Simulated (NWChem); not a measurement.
System: cyclohexanone (C6H10O); SMILES O=C1CCCCC1

Here is an NWChem input.

```
start job
memory heap 200 mb stack 900 mb global 1100 mb
geometry units angstroms noautoz
  O     -0.204356    -2.321054     0.000000
  C      0.126828    -1.159960     0.000000
  C      0.362095    -0.380554     1.278893
  C     -0.303866     0.997681     1.257203
  C      0.060463     1.779795     0.000000
  C     -0.303866     0.997681    -1.257203
  C      0.362095    -0.380554    -1.278893
  H      1.456643    -0.252859     1.376427
  H      0.026992    -0.998515     2.124072
  H     -0.026204     1.560497     2.162571
  H     -1.399921     0.868794     1.298497
  H     -0.447115     2.757794     0.000000
  H      1.145230     1.993516     0.000000
  H     -0.026204     1.560497    -2.162571
  H     -1.399921     0.868794    -1.298497
  H      0.026992    -0.998515    -2.124072
  H      1.456643    -0.252859    -1.376427
end
basis spherical
  * library sto-3g
end
dft
  xc b3lyp
  iterations 150
  mulliken
end
task dft energy
```

Coordinates come from a PBE0/def2-SVP optimisation. B3LYP is NWChem's, with the RPA form of VWN correlation.

**Question.** Give the results of this calculation. (B3LYP/STO-3G.) Quantities: basis functions; energy (Ha); highest occupied level (eV); orbital gap (eV); dipole (D).

**Answer.** 
```yaml
number_of_basis_functions: 45
energy (Ha): -306.02
highest occupied level (eV): -3.66
orbital gap (eV): 6.31
dipole (D): 1.83
```
